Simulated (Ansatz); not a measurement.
These are Ansatz (a first-principles code) with frozen-core CCSD(T)/def2-TZVPP // PBE0-D4/def2-TZVP values and carry that method's errors.

Ansatz 0.2 input:
```yaml
crystal:
  periodic: [false, false, false]
  atoms:
    - { symbol: C, position_ang: [-0.815727, -0.04933, -0.041264] }
    - { symbol: Si, position_ang: [1.022466, 0.091949, -0.382206] }
    - { symbol: H, position_ang: [-1.001622, -0.135234, 1.033623] }
    - { symbol: H, position_ang: [-1.347306, 0.830403, -0.4091] }
    - { symbol: H, position_ang: [-1.234435, -0.930969, -0.530348] }
    - { symbol: H, position_ang: [1.765212, -1.114682, 0.080639] }
    - { symbol: H, position_ang: [1.609935, 1.30844, 0.247779] }
basis:
  gaussian: { orbitals: def2-TZVPP }
correlation:
  method: ccsd_t
magnetization:
  spin_polarized: true
  initial_magnetization: 1
```

Output:

```
Functional definition: HF
801 factors; integrals over basis functions are off by at most 1.0e-3 eV
mean field evaluation 1: about -8969.5676 eV, gradient 1.7e1 eV
mean field evaluation 2: about -8969.5696 eV, gradient 1.7e1 eV
mean field evaluation 4: about -8971.5064 eV, gradient 2.0e0 eV
mean field evaluation 8: about -8971.5637 eV, gradient 4.2e-4 eV
mean field evaluation 16: about -8971.5619 eV, gradient 1.3e-1 eV
mean field -8971.56370448 eV, -329.6988849954 hartree, gradient 5.4e-6 eV, S^2 0.754283; 0 other end points of the search recorded, 0 dependent functions left out
6 core orbitals not correlated
reference -8971.56370448 eV, -329.6988849954 hartree; 7, 6 occupied and 130, 131 virtual orbitals, 801 factors
second order -7.93172428 eV of doubles, -0.00000000 eV of singles
cycle   1  -8.59955613 eV  change   -6.7e-1 eV  update   6.4e-2
cycle   2  -8.87665778 eV  change   -2.8e-1 eV  update   2.2e-2
cycle   3  -8.90289949 eV  change   -2.6e-2 eV  update   7.6e-3
cycle   4  -8.90094905 eV  change    2.0e-3 eV  update   2.9e-3
cycle   5  -8.90055993 eV  change    3.9e-4 eV  update   9.5e-4
cycle   6  -8.90050121 eV  change    5.9e-5 eV  update   3.5e-4
cycle   7  -8.90058664 eV  change   -8.5e-5 eV  update   1.3e-4
cycle   8  -8.90061106 eV  change   -2.4e-5 eV  update   4.1e-5
cycle   9  -8.90060780 eV  change    3.3e-6 eV  update   1.4e-5
perturbative correction -0.30152333 eV, -0.0110807781 hartree
Total energy: -8980.76583561 eV, -330.0370570771 hartree
```

Cost: very roughly 60 core-seconds.
